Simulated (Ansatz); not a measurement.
```yaml
crystal:
  periodic: [false, false, false]
  atoms:
    - {symbol: F, position_ang: [-1.247043, -0.418514, 0.520402]}
    - {symbol: C, position_ang: [0.044092, -0.826394, -0.147645]}
    - {symbol: Si, position_ang: [1.452884, -0.286158, 1.036582]}
    - {symbol: O, position_ang: [0.019179, -0.181089, -1.325392]}
    - {symbol: Ga, position_ang: [-1.543781, 0.808853, -1.246195]}
    - {symbol: Br, position_ang: [-1.216280, 2.958587, -0.546342]}
    - {symbol: H, position_ang: [-0.090665, -1.912668, -0.243090]}
    - {symbol: H, position_ang: [1.375177, 1.183150, 1.202112]}
    - {symbol: H, position_ang: [2.728418, -0.686418, 0.392574]}
    - {symbol: H, position_ang: [1.301493, -0.985564, 2.337755]}
    - {symbol: H, position_ang: [-2.823475, 0.346203, -1.980762]}
basis:
  gaussian: {orbitals: "6-31G*"}
total_charge: 1
magnetization: {spin_polarized: true, initial_magnetization: 1}
hamiltonian: {xc: {name: PBE0}, dispersion: d3bjatm}
output: {forces: true}
```

```sh
$ ansatz run in.yaml --threads 2 --pin off --events-out ev --progress --plain --max-ram 22528MiB --backend cpu
```

It prints (some lines left out):

```
Functional definition: PBE0
1365 factors; integrals over basis functions are off by at most 9.2e-4 eV
mean field evaluation 1: about -136125.2576 eV, gradient 5.0e1 eV
mean field evaluation 2: about -136041.4986 eV, gradient 1.3e2 eV
mean field evaluation 4: about -136131.3233 eV, gradient 3.0e1 eV
mean field evaluation 8: about -136135.7474 eV, gradient 6.2e-1 eV
mean field evaluation 16: about -136135.8564 eV, gradient 9.7e-2 eV
mean field -136135.86586403 eV, -5002.9007942989 hartree, gradient 1.4e-5 eV, S^2 0.755065; 6 other end points of the search recorded, 0 dependent functions left out
reference -136135.86590409 eV, -5002.9007957713 hartree; 54, 53 occupied and 90, 91 virtual orbitals, 1365 factors
Total energy: -136136.12098083 eV, -5002.9101696683 hartree
Atom 0 at    -1.247043    -0.418514     0.520402 Å, force     1.273162    -0.218353    -0.581093 eV/Å
Atom 1 at     0.044092    -0.826394    -0.147645 Å, force    -2.724929     0.821002    -1.298432 eV/Å
Atom 2 at     1.452884    -0.286158     1.036582 Å, force     1.925295     0.533227     1.345548 eV/Å
Atom 3 at     0.019179    -0.181089    -1.325392 Å, force     1.568322    -1.639694     1.391218 eV/Å
Atom 4 at    -1.543781     0.808853    -1.246195 Å, force    -2.037313     1.702448     0.000593 eV/Å
Atom 5 at    -1.216280     2.958587    -0.546342 Å, force     0.243614    -0.405448    -0.039151 eV/Å
Atom 6 at    -0.090665    -1.912668    -0.243090 Å, force     0.504447    -0.291523    -0.063292 eV/Å
Atom 7 at     1.375177     1.183150     1.202112 Å, force    -0.318962    -0.045361    -0.241232 eV/Å
Atom 8 at     2.728418    -0.686418     0.392574 Å, force    -0.253036    -0.076973    -0.232271 eV/Å
Atom 9 at     1.301493    -0.985564     2.337755 Å, force    -0.379628    -0.123703    -0.249992 eV/Å
Atom 10 at    -2.823475     0.346203    -1.980762 Å, force     0.199027    -0.255620    -0.031895 eV/Å
Dipole moment:     0.557372    -1.218952     0.180676 e Å
```

Hardware: 2 threads of an AMD EPYC 7R13 on a shared host. Wall time 24 s, peak host memory 0.83 GiB.
